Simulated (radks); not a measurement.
Rh II, configuration [Kr] 4d8. All-electron calculation, non-relativistic Kohn-Sham, r2SCAN, spin-polarised, spherical densities, point nucleus; open shells are filled with parallel spins first (spin-orbit coupling, left out, can overturn this in heavy ions); meta-GGA in the generalised Kohn-Sham scheme; relativity is left out, which matters for an element this heavy. Program: a radial shooting solver on a logarithmic mesh with Libxc functionals.

Unscreened Slater integrals over Kohn-Sham orbitals (cm^-1). They are taken over the spin-up orbitals. Empty in this configuration: 5s.

| integral | value |
|---|---|
| F0(4d,4d) | 133020 |
| F2(4d,4d) | 65393 |
| F4(4d,4d) | 42375 |
| F0(4d,4p) | 151720 |
| F2(4d,4p) | 73737 |
| G1(4d,4p) | 92353 |
| G3(4d,4p) | 56159 |
| F0(4d,4s) | 155890 |
| G2(4d,4s) | 67886 |
| F0(4d,5s) | 79548 |
| G2(4d,5s) | 13449 |
| F0(4p,4p) | 179780 |
| F2(4p,4p) | 94458 |
| F0(4p,4s) | 186650 |
| G1(4p,4s) | 127420 |
| F0(4p,5s) | 82605 |
| G1(4p,5s) | 4905.3 |
| F0(4s,4s) | 194410 |
| F0(4s,5s) | 83180 |
| G0(4s,5s) | 3269.1 |
| F0(5s,5s) | 65059 |

Derived for the open shells (J is the average intra-shell exchange parameter used in DFT+U). 4d: Racah B = F2/49 - 5 F4/441 = 854.1 cm^-1, C = 35 F4/441 = 3363 cm^-1, C/B = 3.94, F4/F2 = 0.648, J = (F2 + F4)/14 = 7698 cm^-1.
